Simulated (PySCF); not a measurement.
C3H9NOSi, SMILES CN1C[SiH](O)C1.

Coordinates come from a r2SCAN-D4/def2-SVP optimisation. This is a generated structure with no PubChem entry under its InChIKey; it may be hypothetical. Other conformers were not sampled.

The numbers are results of r2SCAN-D4/def2-SVP run with PySCF, not measurements.

Frequencies are harmonic and unscaled.

```json
[
 {"mode": "1", "ν (cm⁻¹)": "79", "IR (km/mol)": "3.0", "moving atoms (share of kinetic energy)": "C 38 %, O 32 %, H 23 %"},
 {"mode": "2", "ν (cm⁻¹)": "202", "IR (km/mol)": "5.0", "moving atoms (share of kinetic energy)": "H 46 %, O 23 %, C 19 %, Si 10 %"},
 {"mode": "3", "ν (cm⁻¹)": "249", "IR (km/mol)": "20.1", "moving atoms (share of kinetic energy)": "H 28 %, C 22 %, O 20 %, Si 16 %, N 14 %"},
 {"mode": "4", "ν (cm⁻¹)": "261", "IR (km/mol)": "3.4", "moving atoms (share of kinetic energy)": "H 92 %"},
 {"mode": "5", "ν (cm⁻¹)": "317", "IR (km/mol)": "50.1", "moving atoms (share of kinetic energy)": "H 60 %, C 23 %, O 9 %"},
 {"mode": "6", "ν (cm⁻¹)": "319", "IR (km/mol)": "2.6", "moving atoms (share of kinetic energy)": "H 50 %, N 35 %, C 15 %"},
 {"mode": "7", "ν (cm⁻¹)": "357", "IR (km/mol)": "67.1", "moving atoms (share of kinetic energy)": "H 53 %, C 21 %, O 12 %, Si 8 %"},
 {"mode": "8", "ν (cm⁻¹)": "477", "IR (km/mol)": "32.9", "moving atoms (share of kinetic energy)": "Si 48 %, C 26 %, N 12 %, H 11 %"},
 {"mode": "9", "ν (cm⁻¹)": "620", "IR (km/mol)": "0.6", "moving atoms (share of kinetic energy)": "H 57 %, C 39 %"},
 {"mode": "10", "ν (cm⁻¹)": "673", "IR (km/mol)": "0.7", "moving atoms (share of kinetic energy)": "H 50 %, C 38 %"},
 {"mode": "11", "ν (cm⁻¹)": "733", "IR (km/mol)": "3.4", "moving atoms (share of kinetic energy)": "H 65 %, C 24 %"},
 {"mode": "12", "ν (cm⁻¹)": "745", "IR (km/mol)": "58.9", "moving atoms (share of kinetic energy)": "H 61 %, C 22 %, Si 15 %"},
 {"mode": "13", "ν (cm⁻¹)": "769", "IR (km/mol)": "70.3", "moving atoms (share of kinetic energy)": "H 74 %, Si 15 %, C 10 %"},
 {"mode": "14", "ν (cm⁻¹)": "804", "IR (km/mol)": "153.5", "moving atoms (share of kinetic energy)": "H 45 %, O 27 %, C 19 %"},
 {"mode": "15", "ν (cm⁻¹)": "886", "IR (km/mol)": "40.7", "moving atoms (share of kinetic energy)": "H 49 %, C 39 %, O 9 %"},
 {"mode": "16", "ν (cm⁻¹)": "903", "IR (km/mol)": "103.9", "moving atoms (share of kinetic energy)": "H 61 %, C 26 %"},
 {"mode": "17", "ν (cm⁻¹)": "933", "IR (km/mol)": "135.2", "moving atoms (share of kinetic energy)": "Si 40 %, H 28 %, O 25 %"},
 {"mode": "18", "ν (cm⁻¹)": "1005", "IR (km/mol)": "17.3", "moving atoms (share of kinetic energy)": "C 43 %, H 36 %, N 21 %"},
 {"mode": "19", "ν (cm⁻¹)": "1109", "IR (km/mol)": "9.3", "moving atoms (share of kinetic energy)": "H 78 %, C 18 %"},
 {"mode": "20", "ν (cm⁻¹)": "1112", "IR (km/mol)": "0.4", "moving atoms (share of kinetic energy)": "H 76 %, C 22 %"},
 {"mode": "21", "ν (cm⁻¹)": "1130", "IR (km/mol)": "9.1", "moving atoms (share of kinetic energy)": "H 81 %, C 16 %"},
 {"mode": "22", "ν (cm⁻¹)": "1158", "IR (km/mol)": "67.2", "moving atoms (share of kinetic energy)": "H 55 %, C 28 %, N 16 %"},
 {"mode": "23", "ν (cm⁻¹)": "1196", "IR (km/mol)": "24.2", "moving atoms (share of kinetic energy)": "H 67 %, N 20 %, C 12 %"},
 {"mode": "24", "ν (cm⁻¹)": "1249", "IR (km/mol)": "4.6", "moving atoms (share of kinetic energy)": "N 43 %, C 33 %, H 24 %"},
 {"mode": "25", "ν (cm⁻¹)": "1265", "IR (km/mol)": "0.9", "moving atoms (share of kinetic energy)": "H 42 %, N 32 %, C 26 %"},
 {"mode": "26", "ν (cm⁻¹)": "1417", "IR (km/mol)": "8.7", "moving atoms (share of kinetic energy)": "H 84 %, C 16 %"},
 {"mode": "27", "ν (cm⁻¹)": "1431", "IR (km/mol)": "0.1", "moving atoms (share of kinetic energy)": "H 93 %"},
 {"mode": "28", "ν (cm⁻¹)": "1448", "IR (km/mol)": "17.2", "moving atoms (share of kinetic energy)": "H 95 %"},
 {"mode": "29", "ν (cm⁻¹)": "1468", "IR (km/mol)": "3.8", "moving atoms (share of kinetic energy)": "H 96 %"},
 {"mode": "30", "ν (cm⁻¹)": "1470", "IR (km/mol)": "15.2", "moving atoms (share of kinetic energy)": "H 90 %"},
 {"mode": "31", "ν (cm⁻¹)": "2254", "IR (km/mol)": "166.5", "moving atoms (share of kinetic energy)": "H 97 %"},
 {"mode": "32", "ν (cm⁻¹)": "2893", "IR (km/mol)": "54.5", "moving atoms (share of kinetic energy)": "H 94 %"},
 {"mode": "33", "ν (cm⁻¹)": "2903", "IR (km/mol)": "40.5", "moving atoms (share of kinetic energy)": "H 94 %"},
 {"mode": "34", "ν (cm⁻¹)": "2911", "IR (km/mol)": "143.9", "moving atoms (share of kinetic energy)": "H 94 %"},
 {"mode": "35", "ν (cm⁻¹)": "3063", "IR (km/mol)": "40.0", "moving atoms (share of kinetic energy)": "H 93 %"},
 {"mode": "36", "ν (cm⁻¹)": "3070", "IR (km/mol)": "16.8", "moving atoms (share of kinetic energy)": "H 92 %, C 8 %"},
 {"mode": "37", "ν (cm⁻¹)": "3070", "IR (km/mol)": "33.3", "moving atoms (share of kinetic energy)": "H 92 %, C 8 %"},
 {"mode": "38", "ν (cm⁻¹)": "3121", "IR (km/mol)": "17.1", "moving atoms (share of kinetic energy)": "H 90 %, C 10 %"},
 {"mode": "39", "ν (cm⁻¹)": "3871", "IR (km/mol)": "85.3", "moving atoms (share of kinetic energy)": "H 94 %"}
]
```
